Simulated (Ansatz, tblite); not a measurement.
Series GeMe3X: gap (eV) at several levels, gas phase, relaxed structures; Ansatz, xTB through tblite. The structures are stationary points that may keep the symmetry of their start.

| species | state | geometry | GFN1-xTB | GFN2-xTB | PBE-D4/def2-SVP | PBE-D4/def2-TZVP | PBE0-D4/def2-SVP | PBE0-D4/def2-TZVP |
| --- | --- | --- | --- | --- | --- | --- | --- | --- |
| GeBrMe3 (C3H9BrGe) | singlet | r2SCAN-D4/def2-SVP | 6.16 | 6.20 | 6.04 | 5.95 | 8.29 | 8.16 |
| Ge(NCO)Me3 (C4H9GeNO) | singlet | PBE0-D4/def2-SVP | 6.74 | 6.43 | 6.73 | 6.34 | 8.96 | 8.45 |
| Ge(CF3)Me3 (C4H9F3Ge) | singlet | PBE0-D4/def2-SVP | 7.53 | 8.96 | 7.36 | 7.03 | 9.75 | 9.26 |
| GeMe3(NHMe) (C4H13GeN) | singlet | B3LYP-D4/def2-SVP | 5.94 | 7.01 | 5.15 | 4.82 | 7.42 | 6.97 |
| GeMe3(OiPr) (C6H16GeO) | singlet | PBE-D4/def2-SVP | 7.03 | 7.69 | 5.96 | 5.64 | 8.35 | 7.91 |
| GeMe3(NHiPr) (C6H17GeN) | singlet | PBE-D4/def2-SVP | 5.85 | 6.74 | 5.13 | 4.81 | 7.37 | 6.93 |
| Ge(tBu)Me3 (C7H18Ge) | singlet | PBE-D4/def2-SVP | 6.57 | 7.83 | 6.32 | 5.89 | 8.33 | 7.81 |
| GeMe3(OSiMe3) (C6H18GeOSi) | singlet | PBE0-D4/def2-SVP | 6.71 | 6.77 | 6.35 | 6.00 | 8.61 | 8.15 |

Over the 8 species that have every level, the mean is 6.57 at GFN1-xTB, 7.20 at GFN2-xTB, 6.13 at PBE-D4/def2-SVP, 5.81 at PBE-D4/def2-TZVP, 8.38 at PBE0-D4/def2-SVP, 7.95 at PBE0-D4/def2-TZVP. Orbital gaps grow with the share of exact exchange and aren't one observable across functionals.
